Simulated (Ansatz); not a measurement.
Consider the silylene formation by 1,1-elimination: `C=C[SiH2]N[SiH](Cl)Cl` → `Cl[Si]Cl` + `C=C[SiH2]N`.

Computed with Ansatz on PBE0-D4/def2-TZVP structures; ΔE is electronic, products minus reactants. CCSD(T)/CBS is the MP2 limit (def2-TZVPP, def2-QZVPP) plus CCSD(T) − MP2 in def2-TZVPP, frozen cores. This one scheme is used for every species. DFT in def2-TZVPP. One conformer a species, not always the lowest.

```tsv
species	PBE-D4 energy (Eh)
`C=C[SiH2]N[SiH](Cl)Cl`	-1633.96787
`Cl[Si]Cl`	-1209.48083
`C=C[SiH2]N`	-424.40811
```

Q: Work out ΔE.

A: ΔE = (-1209.48083) + (-424.40811) − (-1633.96787) = 0.07893 Eh = +2.15 eV. CCSD(T)/CBS gives +2.37 eV.

Largest T1 diagnostic among the species: 0.013.

In def2-TZVPP, CCSD(T) changes the Hartree–Fock value by +0.08 eV (the triples alone add +0.01 eV) and MP2 by +0.27 eV. From PBE to PBE0 (25 % exact exchange), in def2-TZVPP and without D4, ΔE moves by +0.24 eV. The D4 term adds +0.30 eV with B3LYP and +0.17 eV with PBE0; it sums over pairs of atoms, weighted by their polarisabilities, and B3LYP, whose exchange is more repulsive, gets the larger term.

B3LYP here is the variant with VWN-RPA as its local correlation; programs differ in this.
